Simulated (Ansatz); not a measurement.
Computed with frozen-core CCSD(T)/cc-pVTZ // PBE-D3(BJ)/def2-TZVP (Ansatz, a first-principles code).

Ansatz 0.2 input:
```yaml
crystal:
  periodic: [false, false, false]
  atoms:
    - { symbol: C, position_ang: [1.899703, -0.196072, 1.654687] }
    - { symbol: C, position_ang: [0.865043, -0.090652, 1.031753] }
    - { symbol: C, position_ang: [-0.368075, 0.034747, 0.257751] }
    - { symbol: C, position_ang: [-0.355637, 1.316223, -0.594635] }
    - { symbol: C, position_ang: [-0.604251, -1.215231, -0.608661] }
    - { symbol: H, position_ang: [2.812002, -0.28836, 2.206808] }
    - { symbol: H, position_ang: [-1.203088, 0.112768, 0.977774] }
    - { symbol: H, position_ang: [-1.306503, 1.418499, -1.137455] }
    - { symbol: H, position_ang: [0.461006, 1.278866, -1.329672] }
    - { symbol: H, position_ang: [-0.211712, 2.207221, 0.030658] }
    - { symbol: H, position_ang: [0.204854, -1.329391, -1.344118] }
    - { symbol: H, position_ang: [-1.556259, -1.124606, -1.15155] }
    - { symbol: H, position_ang: [-0.637083, -2.12401, 0.006663] }
basis:
  gaussian: { orbitals: cc-pVTZ }
correlation:
  method: ccsd_t
```

Output:

```
Functional definition: HF
1470 factors; integrals over basis functions are off by at most 9.4e-4 eV
mean field evaluation 1: about -5275.2642 eV, gradient 3.5e1 eV
mean field evaluation 2: about -5275.5954 eV, gradient 3.5e1 eV
mean field evaluation 4: about -5279.0113 eV, gradient 3.9e0 eV
mean field evaluation 8: about -5279.0597 eV, gradient 2.6e-1 eV
mean field evaluation 16: about -5278.3546 eV, gradient 1.2e1 eV
mean field -5279.06000308 eV, -194.0018768378 hartree, gradient 4.3e-6 eV, S^2 0.000000; 0 other end points of the search recorded, 0 dependent functions left out
5 core orbitals not correlated
reference -5279.06000308 eV, -194.0018768378 hartree; 14, 14 occupied and 243, 243 virtual orbitals, 1470 factors
second order -22.68886662 eV of doubles, -0.00000000 eV of singles
cycle   1  -23.06010767 eV  change   -3.7e-1 eV  update   1.0e-1
cycle   2  -23.66398398 eV  change   -6.0e-1 eV  update   3.1e-2
cycle   3  -23.78470655 eV  change   -1.2e-1 eV  update   1.3e-2
cycle   4  -23.78616479 eV  change   -1.5e-3 eV  update   3.8e-3
cycle   5  -23.78849747 eV  change   -2.3e-3 eV  update   1.4e-3
cycle   6  -23.78903405 eV  change   -5.4e-4 eV  update   3.8e-4
cycle   7  -23.78906398 eV  change   -3.0e-5 eV  update   1.0e-4
cycle   8  -23.78910012 eV  change   -3.6e-5 eV  update   3.0e-5
cycle   9  -23.78910607 eV  change   -5.9e-6 eV  update   8.7e-6
perturbative correction -1.07537619 eV, -0.0395193459 hartree
Total energy: -5303.92448533 eV, -194.9156297069 hartree
```

Cost: around 7 core-minutes (rough).
